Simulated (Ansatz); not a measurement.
Calculation: frozen-core CCSD(T)/cc-pVTZ // CAM-B3LYP-D3(BJ)/def2-TZVP (Ansatz, a program for electronic structure).

Ansatz 0.2 input:
```yaml
crystal:
  periodic: [false, false, false]
  atoms:
    - { symbol: Cl, position_ang: [1.781427, 0.998032, -0.010059] }
    - { symbol: Ge, position_ang: [-0.008121, -0.178554, 0.00636] }
    - { symbol: Cl, position_ang: [-1.683597, 1.153577, -0.066585] }
    - { symbol: H, position_ang: [-0.063777, -0.939763, 1.323786] }
    - { symbol: H, position_ang: [-0.025932, -1.033291, -1.253504] }
basis:
  gaussian: { orbitals: cc-pVTZ }
correlation:
  method: ccsd_t
```

Output:

```
Functional definition: HF
839 factors; integrals over basis functions are off by at most 6.3e-4 eV
mean field evaluation 1: about -81515.9142 eV, gradient 1.8e1 eV
mean field evaluation 2: about -81516.0169 eV, gradient 1.9e1 eV
mean field evaluation 4: about -81517.1627 eV, gradient 1.9e0 eV
mean field evaluation 8: about -81517.1797 eV, gradient 1.3e-1 eV
mean field evaluation 16: about -81516.8222 eV, gradient 9.7e0 eV
mean field -81517.17984511 eV, -2995.7011049788 hartree, gradient 1.6e-6 eV, S^2 0.000000; 0 other end points of the search recorded, 0 dependent functions left out
19 core orbitals not correlated
reference -81517.17984511 eV, -2995.7011049788 hartree; 15, 15 occupied and 105, 105 virtual orbitals, 839 factors
second order -15.53220020 eV of doubles, -0.00000000 eV of singles
cycle   1  -16.19700689 eV  change   -6.6e-1 eV  update   8.1e-2
cycle   2  -16.61339788 eV  change   -4.2e-1 eV  update   2.2e-2
cycle   3  -16.66590365 eV  change   -5.3e-2 eV  update   9.7e-3
cycle   4  -16.65886985 eV  change    7.0e-3 eV  update   2.1e-3
cycle   5  -16.65853595 eV  change    3.3e-4 eV  update   7.5e-4
cycle   6  -16.65844723 eV  change    8.9e-5 eV  update   2.0e-4
cycle   7  -16.65842893 eV  change    1.8e-5 eV  update   5.9e-5
cycle   8  -16.65844766 eV  change   -1.9e-5 eV  update   1.6e-5
perturbative correction -0.69357743 eV, -0.0254885003 hartree
Total energy: -81534.53187019 eV, -2996.3387801390 hartree
```

Cost: around 24 core-seconds (rough).
